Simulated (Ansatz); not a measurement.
A run of Ansatz (development build ahead of 0.2.0) on singlet H14 at this shape:

```xyz
14

H     2.2400    0.0073   -0.0053
H     2.0268    0.9784   -0.0066
H     1.4102    1.7567   -0.0013
H     0.5060    2.1987   -0.0019
H    -0.5006    2.1995   -0.0059
H    -1.4091    1.7530    0.0043
H    -2.0243    0.9756    0.0083
H    -2.2556    0.0028   -0.0029
H    -2.0328   -0.9721   -0.0036
H    -1.4085   -1.7688    0.0017
H    -0.4941   -2.1894   -0.0044
H     0.4917   -2.1930   -0.0069
H     1.4041   -1.7575   -0.0002
H     2.0266   -0.9794   -0.0015
```

Its results:

| Item | Value |
| --- | --- |
| Converged | yes |
| Total energy | -7.52791 hartree |
| Spin squared of the determinant | 0.000 |

Question: Which input gives this output? Name the method, the orbitals and the basis set, and write the input.

Answer: RHF in def2-SVP. An unrestricted run that stays on the closed shell gives the same numbers.

```yaml
crystal:
  periodic: [false, false, false]
  atoms:
    - { symbol: H, position_ang: [2.24, 0.00734, -0.00534] }
    - { symbol: H, position_ang: [2.02684, 0.97837, -0.0066] }
    - { symbol: H, position_ang: [1.41016, 1.75673, -0.00134] }
    - { symbol: H, position_ang: [0.50596, 2.19867, -0.00195] }
    - { symbol: H, position_ang: [-0.50055, 2.19949, -0.00591] }
    - { symbol: H, position_ang: [-1.40908, 1.75295, 0.00429] }
    - { symbol: H, position_ang: [-2.02433, 0.97558, 0.00825] }
    - { symbol: H, position_ang: [-2.25556, 0.00284, -0.00289] }
    - { symbol: H, position_ang: [-2.03284, -0.97214, -0.00356] }
    - { symbol: H, position_ang: [-1.40854, -1.76884, 0.00166] }
    - { symbol: H, position_ang: [-0.49412, -2.18944, -0.00438] }
    - { symbol: H, position_ang: [0.4917, -2.19302, -0.00689] }
    - { symbol: H, position_ang: [1.4041, -1.75755, -0.00022] }
    - { symbol: H, position_ang: [2.02656, -0.97937, -0.00154] }
basis:
  gaussian: { orbitals: def2-SVP }
hamiltonian:
  xc: hf
```

Caution: stretched shape with no unrestricted run beside it, a lower state can exist.
